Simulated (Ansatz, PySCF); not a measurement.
F₃H₃Si₂, SMILES F[Si](F)(F)[SiH3]. Atoms are numbered in the order given.

```xyz
8

F      1.4508     0.3464    -1.0140
Si    -0.0001     0.0000    -0.4150
F     -1.0254     1.0832    -1.0143
F     -0.4254    -1.4296    -1.0142
Si     0.0000     0.0000     1.9077
H      0.3949     1.3566     2.3845
H      0.9775    -1.0202     2.3845
H     -1.3723    -0.3364     2.3846
```

Coordinates come from a PBE0-D3(BJ)/def2-SVP optimisation.

Two levels are set side by side: PBE-D3(BJ)/def2-SVP (Ansatz, a first-principles code) and PBE0-D3(BJ)/def2-SVP (Ansatz). Each level has its own optimised geometry; the coordinates shown are those of the second. Frequencies come from the Hessian of PySCF at each geometry. Differences are taken from unrounded values.

| quantity | PBE0-D3(BJ) |
|---|---|
| mean bond length (Å) | 1.660 |
| bond F1–Si2 (Å) | 1.607 |
| bond Si2–F3 (Å) | 1.607 |
| bond Si2–F4 (Å) | 1.607 |
| bond Si2–Si5 (Å) | 2.323 |
| bond Si5–H6 (Å) | 1.491 |
| bond Si5–H7 (Å) | 1.491 |
| bond Si5–H8 (Å) | 1.491 |
| highest harmonic wavenumber (cm⁻¹) | 2258 |
| mean harmonic wavenumber (cm⁻¹) | 838 |
| zero-point energy (kcal/mol) | 21.56 |

What does PBE-D3(BJ) give, and how far is it from PBE0-D3(BJ)? (The exact figures need the calculation; the answer reports its results.)


```tsv
quantity	PBE-D3(BJ)	PBE-D3(BJ) minus PBE0-D3(BJ)
mean bond length (Å)	1.673	0.013
bond F1–Si2 (Å)	1.624	0.016
bond Si2–F3 (Å)	1.624	0.016
bond Si2–F4 (Å)	1.624	0.016
bond Si2–Si5 (Å)	2.332	0.009
bond Si5–H6 (Å)	1.502	0.010
bond Si5–H7 (Å)	1.502	0.010
bond Si5–H8 (Å)	1.502	0.010
highest harmonic wavenumber (cm⁻¹)	2192	-66
mean harmonic wavenumber (cm⁻¹)	809	-29
zero-point energy (kcal/mol)	20.82	-0.74
```

GGA bonds tend to be longer and softer than those of functionals with exact exchange. Differences between two approximate levels are no errors against the true value.
